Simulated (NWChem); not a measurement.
A series in which one site is exchanged, each optimised at PBE0/def2-SVP with NWChem, gas phase unless a solvent is named. Some are not confirmed as minima by frequencies. def2 effective core potentials on Sr, Te, Ba; no spin-orbit coupling.

A: [Cl][Ba][F] (BaClF; site = Ba)
B: F[Te]Cl (TeClF; site = Te)
C: [Cl][Sr][F] (SrClF; site = Sr)
D: [F][Ca][Cl] (CaClF; site = Ca)

Values for A:

* **dipole (D), PBE0/def2-SVP**: 7.49
* **static polarisability, PBE/def2-SVPD (bohr³)**: 55.3
* **lowest singlet excitation, PBE/def2-SVPD, TDA (eV)**: 3.83

Task: How do these values change for the other members?

Result: 
```csv
change from A,B,C,D
"dipole (D), PBE0/def2-SVP",-4.81,-2.02,-3.88
"static polarisability, PBE/def2-SVPD (bohr³)",+0.8,-8.4,-13.0
"lowest singlet excitation, PBE/def2-SVPD, TDA (eV)",-1.64,-0.03,+0.30
```
